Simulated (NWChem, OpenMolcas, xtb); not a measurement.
## C3H10Si (trimethylsilane): methods side by side

C3H10Si: 14 atoms, total charge 0, spin state singlet. SMILES: `C[SiH](C)C`. The shape is that of a PBE0-D4/def2-TZVP optimisation.

```xyz
14

C    -0.9568    1.0826   -1.0384
Si   -0.3388   -0.0146    0.3489
C     1.2394    0.6841    1.0778
C    -0.0513   -1.7567   -0.2776
H    -1.8881    0.6972   -1.4609
H    -1.1459    2.0987   -0.6831
H    -0.2216    1.1413   -1.8459
H    -1.3795   -0.0593    1.4204
H     2.0290    0.7335    0.3228
H     1.6018    0.0635    1.9012
H     1.0818    1.6941    1.4643
H    -0.9688   -2.1840   -0.6898
H     0.7069   -1.7673   -1.0657
H     0.2919   -2.4131    0.5260
```

Each level gives the energy change with the C1–Si2 bond stretched from 1.874 to 2.155 Å (eV). The values are calculated.

```csv
level,kind,program,value (eV),less CCSD(T)/cc-pVDZ,CPU time (all runs)
GFN2-xTB,semi-empirical,xtb,0.39,-0.01,under 2 s
SVWN5/cc-pVDZ (restricted),LDA,OpenMolcas,0.46,+0.06,2.2 min
BLYP/cc-pVDZ (restricted),GGA,OpenMolcas,0.32,-0.08,2.9 min
TPSS/cc-pVDZ (restricted),meta-GGA,NWChem,0.36,-0.04,80 s
BHLYP/cc-pVDZ (restricted),global hybrid,OpenMolcas,0.47,+0.07,2.7 min
wB97X/cc-pVDZ (restricted),range-separated hybrid,NWChem,0.46,+0.06,5.6 min
B2PLYP/cc-pVDZ (restricted),double hybrid,OpenMolcas,0.42,+0.02,2.1 min
MP2/cc-pVDZ (restricted),perturbation theory,OpenMolcas,0.43,+0.03,28 s
CCSD(T)/cc-pVDZ (Cholesky decomposition) (restricted),coupled cluster or CI,OpenMolcas,0.40,0.00,25 min
```

Differences are taken from CCSD(T)/cc-pVDZ (Cholesky decomposition) (restricted) for orientation; it has basis-set and higher-order errors of its own. The first shape isn't each level's own minimum. The values span 0.32 to 0.47 eV. CPU times are rough (shared hosts, several kinds of processor): they show what a rung costs within a factor of a few.
